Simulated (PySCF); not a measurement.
PySCF 2.14 output of an unrestricted r2SCAN calculation on a single atom or ion in aug-cc-pVDZ-PP with ECP60MDF (5s5p4d2f, 54 functions), with scalar relativity through the core potential:

```
SCF conv_tol = 1e-09
number electrons alpha = 10  beta = 8
    J. W. Furness, A. D. Kaplan, J. Ning, J. P. Perdew, and J. Sun.,  J. Phys. Chem. Lett. 11, 8208-8215 (2020)
    J. W. Furness, A. D. Kaplan, J. Ning, J. P. Perdew, and J. Sun.,  J. Phys. Chem. Lett. 11, 9248-9248 (2020)
    J. W. Furness, A. D. Kaplan, J. Ning, J. P. Perdew, and J. Sun.,  J. Phys. Chem. Lett. 11, 8208-8215 (2020)
    J. W. Furness, A. D. Kaplan, J. Ning, J. P. Perdew, and J. Sun.,  J. Phys. Chem. Lett. 11, 9248-9248 (2020)
cycle= 1 E= -119.413985217517  delta_E= -0.00938  |g|= 0.0379  |ddm|= 0.19
cycle= 2 E= -119.413542241657  delta_E= 0.000443  |g|= 0.0563  |ddm|= 0.0786
cycle= 3 E= -119.41473719665  delta_E= -0.00119  |g|= 0.00415  |ddm|= 0.0377
cycle= 4 E= -119.414773377982  delta_E= -3.62e-05  |g|= 0.00297  |ddm|= 0.0197
cycle= 5 E= -119.414864796611  delta_E= -9.14e-05  |g|= 0.00276  |ddm|= 0.0579
cycle= 6 E= -119.414970184063  delta_E= -0.000105  |g|= 0.00328  |ddm|= 0.0824
cycle= 7 E= -119.414959838398  delta_E= 1.03e-05  |g|= 0.00523  |ddm|= 0.00736
cycle= 8 E= -119.414988146195  delta_E= -2.83e-05  |g|= 0.00833  |ddm|= 0.169
cycle= 9 E= -119.415033797029  delta_E= -4.57e-05  |g|= 0.00322  |ddm|= 0.0437
cycle= 10 E= -119.415038507919  delta_E= -4.71e-06  |g|= 0.000582  |ddm|= 0.00417
cycle= 11 E= -119.415039105835  delta_E= -5.98e-07  |g|= 0.00011  |ddm|= 0.00926
cycle= 12 E= -119.415039114175  delta_E= -8.34e-09  |g|= 2.14e-05  |ddm|= 0.000587
cycle= 13 E= -119.415039114557  delta_E= -3.82e-10  |g|= 1.52e-07  |ddm|= 0.00017
converged SCF energy = -119.415039114557  <S^2> = 2.0020517  2S+1 = 3.0013675
```

The run itself started from symmetry-adapted Hartree-Fock orbitals and held the occupation by maximum overlap, on a logarithmic radial grid, so the iterations belong to that start.

Which element, charge and spin multiplicity is this?

Pt (platinum, neutral), multiplicity 3; the state was [Xe] 4f14 5d9 6s1, high-spin 3D determinant.

Energies and moments cover only the electrons outside the core potential. Spin-orbit coupling, absent here, splits the open shell strongly.
